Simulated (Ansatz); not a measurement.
Dimethylphenylsulfonium hydroxide (C8H12OS) was relaxed with PBE-D4 (def2-SVP) in Ansatz in these states: charge -1 doublet, neutral singlet. The geometries follow in no particular order.

A:

```
atom   x (Å)   y (Å)   z (Å)
  C1   0.751  -1.148  -1.871
  S2   1.223  -0.445  -0.224
  C3   0.923  -2.002   0.728
  C4   0.107   0.779   0.258
  C5   0.616   2.072   0.632
  C6  -0.242   3.092   1.015
  C7  -1.663   2.890   1.050
  C8  -2.166   1.618   0.681
  C9  -1.330   0.574   0.292
 H10   1.149  -0.446  -2.630
 H11   1.225  -2.236  -1.851
 H12  -0.357  -1.176  -1.927
 H13   1.350  -2.848   0.013
 H14   1.435  -1.869   1.702
 H15  -0.170  -2.102   0.888
 H16   1.706   2.240   0.608
 H17   0.181   4.071   1.297
 H18  -2.342   3.701   1.354
 H19  -3.256   1.441   0.701
 H20  -1.755  -0.403   0.013
 O21   1.752  -3.697  -1.328
 H22   0.864  -4.105  -1.403
```

B:

Cartesian coordinates in Å:
```
C 0.0981 -0.2811 2.2760
S -0.8914 0.7398 1.1232
C -2.2729 -0.2231 0.4068
C 0.2856 0.3103 -0.3639
C 0.8935 1.4197 -0.9687
C 1.7730 1.2472 -2.0520
C 2.0464 -0.0424 -2.5327
C 1.4394 -1.1575 -1.9297
C 0.5618 -0.9806 -0.8479
H 1.1466 -0.3274 1.9259
H -0.0225 0.2223 3.2494
H -0.3266 -1.3041 2.3156
H -3.1725 0.3240 0.7318
H -2.1638 -0.2833 -0.6920
H -2.2723 -1.2423 0.8407
H 0.6745 2.4310 -0.5852
H 2.2464 2.1232 -2.5227
H 2.7340 -0.1816 -3.3810
H 1.6512 -2.1707 -2.3066
H 0.0971 -1.8652 -0.3797
O -2.1060 1.0486 2.6655
H -2.4195 0.1932 3.0271
```

Task: Judge from the bond lengths which geometry belongs to which state (an estimate).

Result: A is the charge -1 doublet (S2–O21 3.475 Å, S2–C4 1.726 Å, C3–H13 1.188 Å); B is the neutral singlet (S2–O21 1.987 Å, S2–C4 1.945 Å, C3–H13 1.102 Å).

At PBE-D4/def2-SVP the highest occupied level of the relaxed charge -1 doublet lies above zero (up to 1.88 eV). Energy differences put its binding near zero (-0.03 eV; each at its own geometry, to the charge 0 singlet, at PBE0-D4/def2-TZVP), which leaves it undecided. The charge -1 doublet has come apart into loosely held pieces.
